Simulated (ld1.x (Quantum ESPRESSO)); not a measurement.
## Before and after: TM potential for H

ld1.x (Quantum ESPRESSO) 7.5 input, shortened:

```
&input
   title='H', zed=1., rel=0, dft='PBE', iswitch=3,
   config='1s0.5 2p-2'
 /
 &inputp
   pseudotype=2, tm=.true., lloc=-1, rcloc=0.90,
   nlcc=.false.
 /
2
1S  1  0   0.50   0.00  1.05  1.05  0.0
2P  2  1  -2.00  -0.15  0.90  0.90  0.0
 &test
   configts(1)='1s0.5'
 /
```

Change: type PAW; waves now 1s (bound): rcut 0.90, rcutus 1.05 bohr; 1s channel at -0.55 Ry: rcut 0.90, rcutus 1.05 bohr; 2p channel at -0.15 Ry: rcut 0.80, rcutus 0.90 bohr; 2p channel at 0.75 Ry: rcut 0.80, rcutus 0.90 bohr; local potential all-electron potential smoothed inside 0.75 bohr (lloc = -1); augmentation BESSEL, radius 0.60 bohr.

Cutoffs: the cutoffs (Ry, on a coarse ladder) from which the occupation-weighted sum of valence levels, in a spherical-Bessel basis at the reference potential, stays within 10 and 1 mRy of its value at 400 Ry; they do not see the model core or the augmentation charge, which bear on the density cutoff. Errors are all-electron minus pseudo energies relative to the spin-unpolarised reference configuration.

Question: Predict the effect on cutoff, ghosts and configuration errors.

Answer: The potential gets softer (21 Ry and 40 Ry → 15 Ry and 30 Ry); neither file shows a bound ghost. Several settings change at once here, so the effects cannot be laid on one of them.

| quantity | base | changed |
| --- | --- | --- |
| cutoff, loose | 21 Ry | 15 Ry |
| cutoff, tight | 40 Ry | 30 Ry |
| bound ghosts | none | none |
| error for 1s1, meV [ΔE -4.76 eV] | +0.7 | 0.0 |
| s: phases at 1.16 bohr within 0.05 rad from the reference energy up to (Ry; the scan ends near 5) | to the end of the scan | to the end of the scan |
| p: phases at 1.16 bohr within 0.05 rad from the reference energy up to (Ry; the scan ends near 5) | to the end of the scan | to the end of the scan |
